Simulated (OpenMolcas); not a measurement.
# Mn3+, Tc3+, Re3+: d4 down the group

* Program: OpenMolcas
* Method: SS-RASPT2, IPEA 0.25 Eh, imaginary shift 0.1 Eh
* Basis: ANO-RCC-VTZP
* Scalar Hamiltonian: DKH2, point nucleus
* Spin-orbit coupling: state interaction with AMFI integrals over the reference wave functions, term energies averaged over their components

Active space for each ion: 10 electrons in 8 orbitals (RAS1 p, at most 2 holes; RAS2 d); closed shells correlated by CASPT2: Mn3+ 3s; Tc3+ 4s; Re3+ 5s.

Computed levels in cm-1 above 5D0:

| Level | Mn3+ | Tc3+ | Re3+ |
| --- | --- | --- | --- |
| 5D1 | 106 | 358 | 3210 |
| 5D2 | 313 | 978 | 6250 |
| 5D3 | 610 | 1770 | 8760 |
| 5D4 | 988 | 2680 | 10690 |
| 3P0(1) | 21140 | 15070 | 15920 |
| 3H4 | 21630 | 16060 | 18360 |
| 3P1(1) | 21780 | 16930 | 21510 |
| 3H5 | 21860 | 16910 | 22570 |
| 3H6 | 22110 | 17630 | 24500 |
| weight of 5D in the lowest level (%) | 100 | 98 | 68 |

Mixed levels, with the weight of the term that names them: Re3+ 5D0 (68 %), Re3+ 3P0(1) (57 %), Re3+ 3H4 (58 %).

Measured, with the error of the calculation in %. Measured levels: Mn3+ from Corliss and Sugar, J. Phys. Chem. Ref. Data 6, 1253 (1977); Re3+ from the list in Brasseur, Gamrath and Quinet, At. Data Nucl. Data Tables 157, 101636 (2024).

```tsv
Level	Mn3+	Re3+
5D1	99.0 (+7.2)	3084 (+4.0)
5D2	287 (+9.0)	5979 (+4.5)
5D3	552 (+10.5)	8350 (+4.9)
5D4	886 (+11.6)	10121 (+5.6)
3P0(1)	20654 (+2.4)	
3H4	21281 (+1.7)	16946 (+8.3)
3P1(1)	21279 (+2.3)	19340 (+11.2)
3H5	21475 (+1.8)	20930 (+7.8)
3H6	21679 (+2.0)	22896 (+7.0)
```

The fine-structure level 5D4 changes by a factor of 10.8 from Mn3+ to Re3+.

Without spin-orbit coupling 3P(1) lies 21700, 16370, 14380 cm-1 above 5D in that order; the difference to the level 3P0(1), of either sign, comes from spin-orbit coupling, which also lowers the zero.

Term energies are means over components that CASPT2 splits; among the terms shown or strongly mixed into the levels shown the widest spread is 180 cm-1 (5d4 1I, Re3+). Active for correlation alone: 3p; no level in the range computed is led by a configuration that opens it, so any true level of that kind is missing (holds for Mn3+). Active for correlation alone: 4p; no level in the range computed is led by a configuration that opens it, so any true level of that kind is missing (holds for Tc3+). Active for correlation alone: 5p; no level in the range computed is led by a configuration that opens it, so any true level of that kind is missing (holds for Re3+). Computed and measured levels are paired by configuration, term and J; levels that our copy of the source lacks, or whose pairing is in doubt (as where it misses far off the trend of its configuration), stay unpaired and out of the deviations. Only configurations of the active space appear.

A number in round brackets counts repeated terms of one configuration in the order of the reference energies.
